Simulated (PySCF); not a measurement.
This PySCF input asks for the NMR shieldings of C5H12BOP; the geometry comes from GFN2-xTB.

```python
import basis_set_exchange as bse
import numpy as np
from pyscf import gto, dft
from pyscf.prop import nmr

atoms = """
C     0.804526    2.938078   -1.472447
C     0.212664    1.941446   -1.148978
B    -0.530839    0.668967   -0.736961
C    -1.873427    0.284753   -1.494512
P    -1.150193   -2.132823    1.406070
O    -0.097463   -0.117781    0.257652
C     1.094633    0.127148    0.976915
C     2.309746   -0.366809    0.203256
H     1.312678    3.812195   -1.763925
H    -2.169101   -0.744445   -1.312252
H    -2.688304    0.925457   -1.160175
H    -1.785577    0.430808   -2.568514
H    -2.260446   -1.313085    1.298997
H    -1.257079   -2.563448    0.094997
H    -1.931458   -3.197494    1.860325
H     1.189961    1.199319    1.183464
H     1.000607   -0.418730    1.921787
H     2.199713   -1.424992   -0.020606
H     3.210231   -0.220536    0.793256
H     2.403981    0.182648   -0.731080
"""
names = dict.fromkeys(["C", "B", "P", "O", "H"], "pcSseg-1")
basis = {el: gto.basis.parse(bse.get_basis(n, elements=[el], fmt="nwchem")) for el, n in names.items()}
mol = gto.M(atom=atoms, basis=basis, charge=0, verbose=0)
mf = dft.RKS(mol, xc="PBE0")
mf.grids.level = 2
mf.grids.alignment = dft.numint.BLKSIZE   # the property module wants whole blocks of grid points
mf.conv_tol = 1e-9
mf.kernel()

calc = nmr.RKS(mf)   # GIAO
C = mf.mo_coeff
Co = C[:, mf.mo_occ > 0]
resp = mf.gen_response(singlet=True, hermi=2)
def vind(x):   # induced exchange potential for any number of trial vectors
    d = np.einsum("pi,xij,qj->xpq", C, 2 * x.reshape(-1, C.shape[1], Co.shape[1]), Co, optimize=True)
    return np.einsum("xpq,pi,qj->xij", resp(d - d.transpose(0, 2, 1)), C, Co, optimize=True).ravel()
mo1, _ = nmr.rhf.solve_mo1(calc, with_cphf=vind)
sigma = calc.kernel(mo1)
for i, s in enumerate(sigma):   # ppm
    w = np.linalg.eigvalsh((s + s.T) / 2)
    print("%2d %-2s iso %8.1f  s11 %8.1f  s22 %8.1f  s33 %8.1f" % (i, mol.atom_pure_symbol(i), w.mean(), *w))
```

Question: What are the results?

Answer: 
```
 0 C  iso     79.6  s11     10.7  s22     19.4  s33    208.6
 1 C  iso     95.5  s11    -10.6  s22      2.2  s33    294.9
 2 B  iso     61.2  s11     23.5  s22     61.3  s33     98.8
 3 C  iso    177.7  s11    161.1  s22    178.0  s33    193.8
 4 P  iso    593.2  s11    550.2  s22    603.5  s33    625.8
 5 O  iso    111.5  s11    -75.2  s22     92.0  s33    317.6
 6 C  iso    121.6  s11     91.3  s22    107.2  s33    166.2
 7 C  iso    167.0  s11    146.5  s22    168.0  s33    186.6
 8 H  iso     29.0  s11     24.6  s22     25.3  s33     37.1
 9 H  iso     31.1  s11     25.5  s22     31.2  s33     36.5
10 H  iso     31.2  s11     27.7  s22     29.0  s33     36.9
11 H  iso     31.0  s11     27.0  s22     29.5  s33     36.6
12 H  iso     30.1  s11     24.6  s22     29.8  s33     35.8
13 H  iso     29.9  s11     24.9  s22     29.5  s33     35.4
14 H  iso     30.3  s11     25.2  s22     25.8  s33     39.8
15 H  iso     27.4  s11     24.2  s22     27.0  s33     30.9
16 H  iso     26.8  s11     22.4  s22     28.4  s33     29.7
17 H  iso     30.4  s11     26.4  s22     29.6  s33     35.2
18 H  iso     30.8  s11     26.9  s22     27.2  s33     38.2
19 H  iso     30.1  s11     25.2  s22     30.3  s33     34.6
```

These numbers come from an equivalent density-fitted implementation of the same equations, which agrees with the script to about 0.01 ppm for H and up to a few tenths of a ppm for heavy atoms, so last digits may differ.

Size and cost of the density-fitted run: 203 basis functions, 38 s wall time on 1 thread of an Arm Neoverse V2, shared host; peak memory 0.92 GiB.
